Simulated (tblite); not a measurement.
`c1pc(ccc1C)C=C`. Structure optimised with GFN2-xTB, isolated species.

```
atom  x, y, z in Å
C1    -3.5879    0.3715    0.0510
C2    -2.6816   -0.5806   -0.1445
C3    -1.2327   -0.4493   -0.0737
C4    -0.6068    0.7209    0.3422
C5     0.7603    0.8950    0.4204
C6     1.6896   -0.0890    0.0898
C7     3.1533    0.2062    0.2399
C8     1.2894   -1.3384   -0.3451
P9    -0.3407   -1.8804   -0.5524
H10   -4.6409    0.1632   -0.0300
H11   -3.3291    1.3887    0.2917
H12   -3.0211   -1.5795   -0.3987
H13   -1.2311    1.5554    0.6321
H14    1.1338    1.8523    0.7586
H15    3.4809   -0.0550    1.2471
H16    3.3547    1.2638    0.0847
H17    3.7429   -0.3740   -0.4662
H18    2.0583   -2.0644   -0.5851
```

**Question.** What is the longest distance between nuclei?

**Answer.** H10···H17, 8.41 Å; the next longest distance is 8.22 Å.

**Question.** Work out the bond lengths C1–H11, C2–H12, C3–P9, C5–H14, C7–H16 in Å.

**Answer.** For C1–H11 the difference vector is (0.2588, 1.0172, 0.2407) Å, of length 1.0769 Å. C1–H11 1.077; C2–H12 1.085; C3–P9 1.753; C5–H14 1.082; C7–H16 1.088 Å.

**Question.** Where is the centre of mass (commonest isotopes), and what is the radius of gyration?

**Answer.** Mass 136.044 u; centre at (-0.173, -0.435, -0.063) Å; Rg = √(Σ m r²/M) = 2.260 Å. As Ia + Ib + Ic = 2 Σ m r², the three principal moments sum to 1389.6 u·Å².

**Question.** What are the angles C3–C2–H12, C2–C3–C4, C5–C6–C7, H15–C7–H16?

**Answer.** From the scalar product of the two bond vectors; for C3–C2–H12 it is -0.6411 Å² over 1.4566 × 1.0852 Å², cos θ = -0.4056. C3–C2–H12 113.9°; C2–C3–C4 122.6°; C5–C6–C7 119.2°; H15–C7–H16 108.0°.

**Question.** Give the dihedral angles P9–C3–C4–H13, C1–C2–C3–P9, H12–C2–C3–C4, C5–C6–C7–H15, C2–C3–C4–H13.

**Answer.** P9–C3–C4–H13 -179° (antiperiplanar); C1–C2–C3–P9 -174° (antiperiplanar); H12–C2–C3–C4 -175° (antiperiplanar); C5–C6–C7–H15 89° (synclinal); C2–C3–C4–H13 1° (synperiplanar). Dihedral signs follow IUPAC: positive where, seen along the central bond, the front bond turns clockwise onto the rear one.

**Question.** How far are the heavy atoms from their best plane (unweighted least squares)?

**Answer.** 0.027 Å rms; C1 0.06, C2 0.04, C3 0.02, C4 0.03, C5 0.01, C6 0.02, C7 0.01, C8 0.02, P9 0.00 Å (magnitudes).

GFN2-xTB frequencies show an imaginary mode (21i cm⁻¹), so the point is no minimum at that level. 2 starts were optimised and ended at 0.00 and 0.04 kcal/mol (GFN2-xTB); the lowest of these is shown.

Hardware: one thread of an Arm Neoverse N1 (shared host). Cost: 1.1 s of wall time. This is the geometry optimisation.

These are computed values.
